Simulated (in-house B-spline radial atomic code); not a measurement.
Values are calculated unless marked as measured or tabulated.
**Building a PAW d channel for Nb, r_c = 1.32 bohr**

Nb, [Kr] 4d4 5s1, non-relativistic LDA (VWN5), spherical and spin-unpolarised, from a B-spline radial code for spherical atoms (atomic units; all potentials screened as in the neutral atom).

Two all-electron partial waves φ1, φ2 are integrated outwards at E1 = ε(4d) = -0.125251 and E2 = E1 + 1 hartree; φ1 is the bound orbital and φ2 has unit norm inside r_c = 1.323 bohr. Smooth partners are polynomials, r^3(a0 + a1 r² + a2 r⁴ + a3 r⁶), matched to φ and three derivatives at r_c, with no condition on the norm. The local potential is -18.3605 + (23.6309) r² + (-13.1785) r⁴ + (2.76655) r⁶ inside 1.0831 bohr and the all-electron one outside.

```tsv
wave	φ(r_c)	φ'(r_c)	a0	a1	a2	a3
1	0.6902861	0.1608004	1.321141	-1.086276	0.3703955	-0.04782734
2	1.211581	-1.051172	3.492211	-3.232491	1.140432	-0.1501172
```

Inside r_c the overlaps are <φi φj> = [[0.21425, 0.46022], [0.46022, 1.00000]] and, for the smooth waves, [[0.20135, 0.42968], [0.42968, 0.92646]]. With χj = (Ej − T − V_local) applied to smooth wave j, the program's quadrature gives the matrix B_ij = <smooth i, χj> as [[0.16767, 0.37885], [0.40938, 0.93648]].

Question: Check the match of the first wave, and find the augmentation charges q_ij.

Answer: At r_c the four terms are 3.05935, -4.40291, 2.62775, -0.59390, which sum to 0.6903, φ1(r_c) to rounding. q_ij is the all-electron overlap less the smooth one: [[0.01290, 0.03053], [0.03053, 0.07354]]. The smooth first wave has a norm of 0.2014 inside r_c against 0.2143, and q11 > 0 puts back the missing charge.

Question: B isn't symmetric. Show that D_ij = B_ij + Ej q_ij is.

Answer: Integrating by parts gives B12 − B21 = (E1 − E2) q12: 0.37885 − (0.40938) = -0.03053, and −1 × (0.03053) = -0.03053. So D12 = 0.37885 + (0.874749)(0.03053) = 0.40556 and D21 = 0.40938 + (-0.125251)(0.03053) = 0.40556; D11 = 0.16606, D22 = 1.00081. The projectors, p = (B⁻¹)ᵀ χ, are dual to the smooth waves; det B = 0.0019, small beside B11 B22, as the two smooth waves look alike inside r_c.

Solving (T + V_local + Σ p D p) ψ = E (1 + Σ p q p) ψ in a sphere of 9 bohr, whose wall lifts the free-atom level a little, gives these levels:

| all-electron | one projector | two projectors |
| --- | --- | --- |
| -0.125020 | -0.125020 | -0.125020 |
| 0.121968 | 0.121920 | 0.121968 |
| 0.426312 | 0.425913 | 0.426311 |
| 0.877646 | 0.875864 | 0.877646 |
| 1.468740 | 1.463040 | 1.468720 |

Question: What does the second projector gain?

Answer: With one projector the errors are 0.00, -0.05, -0.40, -1.78, -5.70 millihartree. With two the errors are 0.00, 0.00, 0.00, 0.00, -0.02 millihartree. The scattering is exact at E1 and at E2 = 0.875, and over all levels compared the largest error is 0.02 millihartree. The lowest eigenvalue of the overlap operator is 1 with one and 1 with two projectors. The smooth orbital alone needs a cutoff of 15.7 hartree for 1 millihartree of kinetic energy, against 24.8 for a norm-conserving Troullier-Martins orbital of the same radius; part of the gain comes from giving up the norm, part from the simpler form.
